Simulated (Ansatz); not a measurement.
`[BH2][GaH][OH]` + H₂O → `[OH][GaH][OH]` + BH₃ at 298.15 K and 1 bar (formal hydrolysis of a Ga–B bond).

Isolated molecules relaxed with PBE0-D4/def2-TZVP in Ansatz; ΔE leaves out vibrations. CCSD(T)/CBS adds triple-zeta CCSD(T) − MP2 to the extrapolated MP2 energy (def2 sets, frozen cores). This one scheme is used for every species. For Ga outer-core shells are correlated without core-valence functions, which leaves a few kJ/mol of doubt a bond. Scalar relativity is left out up to krypton. One conformer a species, not always the lowest.

```tsv
species	CCSD(T)/CBS energy (Eh)	H − E (kJ/mol)	S (J/(mol·K))
`[BH2][GaH][OH]`	-2026.29567	121.6	306.7
H₂O	-76.37941	66.4	188.7
`[OH][GaH][OH]`	-2076.15156	104.6	293.8
BH₃	-26.55200	78.7	188.3
```

H − E and S are ideal-gas, rigid-rotor, harmonic terms from PBE0-D4/def2-TZVP, for one conformer and one mirror image of each species. 1 Eh = 2625.50 kJ/mol, R = 8.31446 J/(mol·K).

By hand: ΔE, ΔH, ΔS and ΔG.

ΔE = (-2076.15156) + (-26.55200) − (-2026.29567) − (-76.37941) = -0.02848 Eh = -74.8 kJ/mol. Δ(H − E) = 104.6 + 78.7 − 121.6 − 66.4 = -4.7, so ΔH = -79.5 kJ/mol. ΔS = 293.8 + 188.3 − 306.7 − 188.7 = -13.3 J/(mol·K). ΔG = -79.5 − 298.15 × (-13.3)/1000 = -75.5 kJ/mol.

By hand: the equilibrium constant, and the temperature at which ΔG would vanish if ΔH and ΔS stayed fixed.

log₁₀ K = −ΔG/(RT ln 10) = 13.2. ΔG = 0 at ΔH/ΔS = 5977 K, far beyond where these terms or the molecules hold.

The number of gas molecules stays the same, so ΔS is small and ΔH decides. A doubt of 5 kJ/mol in ΔE shifts log₁₀ K by 0.9 here. Other conformers and mirror images would add mixing entropy, several J/(mol·K) or more a flexible species. These are equilibria of isolated gas molecules and say nothing of rates. Largest T1 diagnostic: 0.015 (customary marks: 0.02 for closed shells, 0.045 for open ones).
